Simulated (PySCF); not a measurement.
Computed isotropic EPR data: UKS B3LYP (pcH-1 on C H O) in PySCF, non-relativistic with spin–orbit coupling as a perturbation, on GFN2-xTB geometries; isolated species, one conformer each; SCF stability not tested. Magnitudes for isotopes of over 50 % abundance, averaged over nuclei equivalent by connectivity (but not across a short bond from an atom whose three angles sum to over 350°); splittings under 0.05 mT are left out. A main spin site holds 60 % or more of the largest population. Couplings are sensitive to structure, and on GFN2-xTB geometries they can be far from those on DFT ones.

Question: Match radicals and spectra.

1. `C#C[C@H]1[CH]OC=C1` [radical]
2. `C#C[C]1C=COC1` [radical]
3. `O=CC#C[C@@H]1[CH]C1` [radical]

A. g = 2.0028; 1 × (I = 1/2) 3.15 mT, 1 × (I = 1/2) 2.52 mT, 1 × (I = 1/2) 2.20 mT, 1 × (I = 1/2) 0.27 mT; width 8.1 mT
B. g = 2.0029; 1 × (I = 1/2) 4.95 mT, 1 × (I = 1/2) 1.77 mT, 1 × (I = 1/2) 0.25 mT; width 7.0 mT
C. g = 2.0032; 2 × (I = 1/2) 3.58 mT, 1 × (I = 1/2) 1.08 mT, 1 × (I = 1/2) 0.94 mT, 1 × (I = 1/2) 0.25 mT; width 9.4 mT

Answer: 1–B, 2–C, 3–A.

1. The largest Mulliken spin population is on carbon bonded to C, O and H (0.88). The largest splitting, a 1:1 doublet of 4.95 mT, comes from one 1H nucleus (β, 2 bonds from the main spin site); 8 first-order lines in all.
2. The largest Mulliken spin population is on carbon bonded to 3 C (0.50). The largest splitting, a 1:2:1 triplet of 3.58 mT, comes from two 1H nuclei (2 bonds from a main spin site); 24 first-order lines in all.
3. The largest Mulliken spin population is on carbon bonded to 2 C and H (0.95). The largest splitting, a 1:1 doublet of 3.15 mT, comes from one 1H nucleus (β, 2 bonds from the main spin site); 16 first-order lines in all.

The drawing needn't show where the spin sits: the atom drawn as the radical centre holds a spin population of 0.50 in C#C[C]1C=COC1.
